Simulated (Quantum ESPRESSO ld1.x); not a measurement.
Values are calculated unless marked as measured or tabulated.
Task: These are the eigenvalues of the occupied orbitals of an atom or ion with whole-number occupations (hartree). Code: ld1.x of Quantum ESPRESSO 7.5. Model: scalar-relativistic Kohn-Sham, LDA (Slater exchange, VWN5 correlation), spin-unpolarised, spherical densities, point nucleus.

| orbital | eigenvalue |
|---|---|
| 1s | -2538.83 |
| 2s | -548.009 |
| 2p | -498.955 |
| 3s | -212.667 |
| 3p | -198.054 |

Which element is it, and in what charge state? The configuration may be excited.

Result: Z = 72, hafnium, charge +54: Hf54+ in [Ar]. The list shows which subshells hold electrons but not how many an open one holds; the 1s level, -2538.8 hartree, gives Z - s = 71.3 by -(Z - s)^2/2, which with screening and relativity narrows Z to a few neighbours, and the depths of the outer levels then fix element, charge and occupations together.
